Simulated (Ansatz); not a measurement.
# Strength of the B–C bond: C4H11BO2 → C3H7 + CH4BO2

Species: C4H11BO2 `COB(O)C(C)C`, singlet; C3H7 (methylethyl) `C[CH]C`, doublet; CH4BO2 `CO[B]O`, doublet. 

Shapes, held fixed at every level: PBE0-D4/def2-TZVP. Flexible molecules stand in one conformer, not always the lowest. Programs: Ansatz 0.2.0. Electronic energies: no zero-point or thermal term.

(1) Estimate ΔE of this reaction.

## Answers

(1) The highest level, CCSD(T)/CBS estimate, gives ΔE = +434.6 kJ/mol; the levels span +389.5 to +443.0. The column of differences is taken from that level and isn't an error. No measured value is set beside it here. Open shells run unrestricted unless RO is named. The CBS estimate extrapolates MP2 from def2-TZVPP and def2-QZVPP and adds CCSD(T) − MP2 in the triple-zeta set, cores frozen.

```tsv
level	kind	ΔE (kJ/mol)	less CCSD(T)/CBS estimate
PBE-D4/def2-TZVPP	GGA	+405.7	-28.9
r2SCAN-D4/def2-TZVPP	meta-GGA	+389.5	-45.1
B3LYP-D4/def2-TZVPP	global hybrid	+404.5	-30.1
PBE0-D4/def2-TZVPP	global hybrid	+410.1	-24.5
wB97X-V/def2-TZVPP	range-separated hybrid	+432.2	-2.4
B2PLYP/def2-TZVPP	double hybrid	+405.7	-28.9
MP2/def2-TZVPP	perturbation theory	+443.0	+8.4
CCSD(T)/CBS estimate	coupled cluster or CI	+434.6	0.0
```
